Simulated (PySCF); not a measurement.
The PySCF input:
```python
from pyscf import gto, scf, dft

mol = gto.Mole()
mol.atom = '''
    C     1.47598303   -0.63183151    1.36072763
    N     0.90989550    0.02948944    0.21618136
    C     1.92186935    0.55811203   -0.65810281
    Si   -0.67630915   -0.37435750   -0.37449758
    C    -1.82499270   -0.51854130    1.14315112
    C    -1.24713670    1.06935370   -1.48540107
    H     2.10771027   -1.48119756    1.07024335
    H     2.09741409    0.07155301    1.92387189
    H     0.68492818   -0.99481951    2.00938050
    H     1.45884825    1.06972134   -1.49606793
    H     2.57640866   -0.23168633   -1.04883475
    H     2.54635003    1.27194759   -0.11177425
    H    -2.86256635   -0.49757800    0.82559496
    H    -1.67390825   -1.44256320    1.69198787
    H    -1.66892322    0.31080831    1.83079913
    H    -0.76373648    1.06220686   -2.45705957
    H    -2.31690686    1.00487576   -1.65653659
    H    -1.04089684    2.02875314   -1.01415706
'''
mol.basis = '6-31g'
mol.spin = 1
mol.verbose = 5
mol.build()

mf = dft.UKS(mol)
mf.xc = 'o3lyp'
mf.kernel()
```

Q: What does this run give for the number of basis functions, nuclear repulsion energy, Mulliken (on the basis functions themselves) charges in atom order, <S^2>, total energy, HOMO energy?

A: 
The number of basis functions is 82 and the nuclear repulsion energy comes out as 314.2220 Eh. The Mulliken (on the basis functions themselves) charges in atom order is C1 -0.27, N2 -0.74, C3 -0.27, Si4 0.86, C5 -0.79, C6 -0.79, H7 0.15, H8 0.15, H9 0.17, H10 0.17, H11 0.15, H12 0.15, H13 0.17, H14 0.17, H15 0.18, H16 0.17, H17 0.17, H18 0.18, the <S^2> is 0.751 and the total energy is -503.6796 Eh. The HOMO energy comes out as -3.67 eV.

These values belong to the state on which the SCF converged, which isn't shown to be the lowest.

Q: Roughly what does it cost on one core?

A: about 19 core-seconds (a rough figure).
